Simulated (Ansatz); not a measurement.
These are Ansatz (a first-principles code) with frozen-core CCSD(T)/def2-TZVPP // BP86-D3(BJ)/def2-SVP values and carry that method's errors.

Ansatz 0.2 input:
```yaml
crystal:
  periodic: [false, false, false]
  atoms:
    - { symbol: Cd, position_ang: [0.0, 0.0, 0.0] }
    - { symbol: Br, position_ang: [-0.525512, 1.961765, 1.315035] }
    - { symbol: Br, position_ang: [0.525512, -1.961765, -1.315035] }
basis:
  gaussian: { orbitals: def2-TZVPP }
correlation:
  method: ccsd_t
```

Output:

```
Functional definition: HF
1046 factors; integrals over basis functions are off by at most 1.0e-3 eV
mean field evaluation 1: about -144540.6723 eV, gradient 1.9e1 eV
mean field evaluation 2: about -144540.9430 eV, gradient 1.9e1 eV
mean field evaluation 4: about -144542.1712 eV, gradient 1.6e0 eV
mean field evaluation 8: about -144542.1895 eV, gradient 2.2e-1 eV
mean field evaluation 16: about -144542.1897 eV, gradient 2.0e-6 eV
mean field -144542.18970117 eV, -5311.8274973030 hartree, gradient 2.0e-6 eV, S^2 0.000000; 0 other end points of the search recorded, 0 dependent functions left out
18 core orbitals not correlated
reference -144542.18970117 eV, -5311.8274973030 hartree; 27, 27 occupied and 107, 107 virtual orbitals, 1046 factors
second order -33.77303618 eV of doubles, -0.00000000 eV of singles
cycle   1  -32.42833481 eV  change     1.3e0 eV  update   1.1e-1
cycle   2  -33.11950960 eV  change   -6.9e-1 eV  update   2.9e-2
cycle   3  -33.23024563 eV  change   -1.1e-1 eV  update   1.9e-2
cycle   4  -33.17397302 eV  change    5.6e-2 eV  update   6.7e-3
cycle   5  -33.17387647 eV  change    9.7e-5 eV  update   2.5e-3
cycle   6  -33.17687968 eV  change   -3.0e-3 eV  update   5.9e-4
cycle   7  -33.17633822 eV  change    5.4e-4 eV  update   2.2e-4
cycle   8  -33.17632618 eV  change    1.2e-5 eV  update   6.8e-5
cycle   9  -33.17639174 eV  change   -6.6e-5 eV  update   2.1e-5
perturbative correction -1.02171849 eV, -0.0375474619 hartree
Total energy: -144576.38781140 eV, -5313.0842546736 hartree
```

Cost: very roughly 30 core-seconds.
